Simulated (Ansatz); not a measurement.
Total energies of BH$_{6}$SbSi, SMILES `[BH2][SbH][SiH3]`.

```xyz
9

B     1.463    0.889    0.765
Sb    1.113   -1.055   -0.202
Si   -1.256   -0.303   -0.829
H     1.389    1.875    0.095
H     1.785    0.968    1.910
H     0.654   -1.895    1.209
H    -2.039   -1.490   -1.261
H    -1.124    0.644   -1.966
H    -1.982    0.368    0.280
```

Charge 0, multiplicity 1. Correlated methods include outer-core shells of Sb, which these sets cover unevenly. Sb: def2 effective core potential. Geometry: relaxed with PBE0-D4/def2-TZVP. Basis def2-TZVPP, Ansatz.

RPA on PBE orbitals: Hartree–Fock energy of these orbitals -556.31107 Eh, correlation -0.98104 Eh (frozen core).

```json
{"functional": "LDA (SPW92)", "energy without D4 (Eh)": "-556.30504", "D4 term (kJ/mol)": "–"}
{"functional": "BLYP", "energy without D4 (Eh)": "-558.10017", "D4 term (kJ/mol)": "-42.1"}
{"functional": "r2SCANh", "energy without D4 (Eh)": "-558.21276", "D4 term (kJ/mol)": "-4.9"}
{"functional": "r2SCAN0", "energy without D4 (Eh)": "-558.19292", "D4 term (kJ/mol)": "-5.5"}
{"functional": "HSE06 (plane-wave form)", "energy without D4 (Eh)": "-558.01139", "D4 term (kJ/mol)": "-16.0"}
{"functional": "BHLYP", "energy without D4 (Eh)": "-558.10073", "D4 term (kJ/mol)": "-28.7"}
{"functional": "LC-ωPBE", "energy without D4 (Eh)": "-558.09998", "D4 term (kJ/mol)": "–"}
{"functional": "ωB97X-V", "energy without D4 (Eh)": "-558.11159", "D4 term (kJ/mol)": "–"}
{"functional": "ωB97M-V", "energy without D4 (Eh)": "-558.08574", "D4 term (kJ/mol)": "–"}
{"functional": "PBE-QIDH", "energy without D4 (Eh)": "-557.73389", "D4 term (kJ/mol)": "–"}
```

Problem. Give the same for PBE, revPBE, r2SCAN, B97M-V, PBE0, B3LYP, CAM-B3LYP, B2PLYP. (Best estimate.)

Solution. Computed: 
```csv
functional,energy without D4 (Eh),D4 term (kJ/mol)
PBE,-557.96784,-19.7
revPBE,-558.15986,-50.4
r2SCAN,-558.22657,-4.5
B97M-V,-558.11547,–
PBE0,-558.02253,-16.9
B3LYP,-558.29782,-32.3
CAM-B3LYP,-558.15157,-17.5
B2PLYP,-557.81629,–
```

B3LYP takes the VWN-RPA correlation (the form of Gaussian; ORCA's B3LYP/G). HSE06 is the plane-wave form, built on full-range PBE exchange. The double hybrids freeze the cores in their second-order part.

LC-ωPBE has ω = 0.4 bohr⁻¹.
